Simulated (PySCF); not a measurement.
## UHF on O (oxygen, neutral)

Configuration: [He] 2s2 2p4, high-spin 3P determinant. Computed with PySCF 2.14 in x2c-SVPall (3s2p1d, 14 functions), with scalar relativity by spin-free X2C-1e.

| Property | Result |
| --- | --- |
| Total energy | -74.771721 hartree |
| One-electron energy | -103.2365 hartree |
| Hartree (Coulomb) energy | 36.6836 hartree |
| Exchange energy | -8.2188 hartree |
| ⟨S²⟩ | 2.0053 |
| ⟨L²⟩ | 2.007 |
| Sum of ⟨r⟩ | 7.576 bohr |
| Sum of ⟨r²⟩ | 10.93 bohr² |
| Traceless quadrupole moment −½Σ⟨3z² − r²⟩ along its main axis | -0.857 e·bohr² |
| Langevin diamagnetic susceptibility | -8.65 ×10⁻⁶ cm³/mol |
| Time after the integrals | 0.03 s of wall time on 1 thread of Intel(R) Xeon(R) 6975P-C (shared host) |

```
shell  electrons  mean orbital energy (hartree)  spread (hartree)  rms radius, mean of both spins (bohr)
 1s α          1                      -20.71136                 0                                  0.230
 1s β          1                      -20.62978                 0                                  0.230
 2s α          1                       -1.38708                 0                                   1.27
 2s β          1                       -1.05020                 0                                   1.27
 2p α          3                       -0.67030           0.09683                                   1.38
 2p β          1                       -0.51759                 0                                   1.38
```
